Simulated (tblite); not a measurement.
hydrogen bromide (HBr), singlet, at a GFN2-xTB geometry; tblite with GFN1-xTB with ALPB(water).

Input for tblite:
```
$ tblite run mol.xyz --method gfn1 --charge 0 --spin 0 --alpb water --json tblite.json --no-restart

# file mol.xyz
2

Br    -0.00000000    -0.00000000    -0.03893503
H      0.00000000     0.00000000     1.36272591
```

**Question.** Write the output that tblite gives for this input, abridged.

**Answer.** 
```
xTB calculator
 | screened Coulomb repulsion
 | Coulomb electrostatics
 |  * isotropic Klopman-Ohno-Mataga-Nishimoto electrostatics
 |  * onsite third-order electrostatics
 | DFT-D3(BJ) dispersion correction
 | Interactions (3)
 | [1] alpb/gbsa reaction field model
 | [2] cds contribution to solvation
 | [3] empirical free energy shift and standard state/solvent correction

halogen bonding energy    0.0000000000000E+00 Eh
repulsion energy          1.5125335733214E-02 Eh
dispersion energy        -1.3576409283998E-04 Eh
interaction energy       -9.9832226165917E-06 Eh
number of electrons       8.0000000000000E+00 e
integral cutoff           1.9756696134657E+01 bohr

------------------------------------------------------------
  cycle        total energy    energy error   density error
------------------------------------------------------------
      1     -4.411121317390  -4.4261009E+00   2.0772580E-01
      2     -4.418986074417  -7.8647570E-03   6.3075496E-02
      3     -4.419268976241  -2.8290182E-04   1.6383972E-02
      4     -4.419275675287  -6.6990459E-06   1.2397534E-03
      5     -4.419276168996  -4.9370979E-07   2.0830171E-05
      6     -4.419276169140  -1.4321788E-10   1.0132564E-06
------------------------------------------------------------

electronic energy        -4.4342557575574E+00 Eh
total energy             -4.4192761691397E+00 Eh

Post processing:
 | Mayer-Wiberg bond orders

[Info] JSON dump of results written to 'tblite.json'
```
